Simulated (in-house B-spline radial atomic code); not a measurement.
The outermost shell (largest non-relativistic mean radius) with and without relativity; Dirac values are averaged over j. Computed with an all-electron radial atomic-structure program (B-spline basis): non-relativistic Hartree-Fock and Dirac-Hartree-Fock, averages of the configuration (point nuclei without relativity, finite nuclei with it).

```json
{"ion": "K4+", "configuration": "[Ne] 3s2 3p3", "outermost shell": "3p", "radius non-relativistic (bohr)": "1.25", "radius Dirac (bohr)": "1.2486", "radius change (%)": "-0.11267", "level non-relativistic (eV)": "-79.582", "level Dirac (eV)": "-79.616", "spin-orbit splitting (eV)": "0.35823"}
{"ion": "Ca4+", "configuration": "[Ne] 3s2 3p4", "outermost shell": "3p", "radius non-relativistic (bohr)": "1.1679", "radius Dirac (bohr)": "1.1664", "radius change (%)": "-0.13257", "level non-relativistic (eV)": "-86.053", "level Dirac (eV)": "-86.1", "spin-orbit splitting (eV)": "0.47026"}
{"ion": "Sc4+", "configuration": "[Ne] 3s2 3p5", "outermost shell": "3p", "radius non-relativistic (bohr)": "1.0962", "radius Dirac (bohr)": "1.0945", "radius change (%)": "-0.15372", "level non-relativistic (eV)": "-92.640", "level Dirac (eV)": "-92.701", "spin-orbit splitting (eV)": "0.60697"}
{"ion": "Ti4+", "configuration": "[Ne] 3s2 3p6", "outermost shell": "3p", "radius non-relativistic (bohr)": "1.0334", "radius Dirac (bohr)": "1.0316", "radius change (%)": "-0.17586", "level non-relativistic (eV)": "-99.343", "level Dirac (eV)": "-99.421", "spin-orbit splitting (eV)": "0.77194"}
{"ion": "V4+", "configuration": "[Ar] 3d1", "outermost shell": "3d", "radius non-relativistic (bohr)": "1.0714", "radius Dirac (bohr)": "1.0748", "radius change (%)": "0.32568", "level non-relativistic (eV)": "-65.537", "level Dirac (eV)": "-65.236", "spin-orbit splitting (eV)": "0.083699"}
{"ion": "Cr4+", "configuration": "[Ar] 3d2", "outermost shell": "3d", "radius non-relativistic (bohr)": "1.0115", "radius Dirac (bohr)": "1.0148", "radius change (%)": "0.32709", "level non-relativistic (eV)": "-68.814", "level Dirac (eV)": "-68.485", "spin-orbit splitting (eV)": "0.11202"}
```
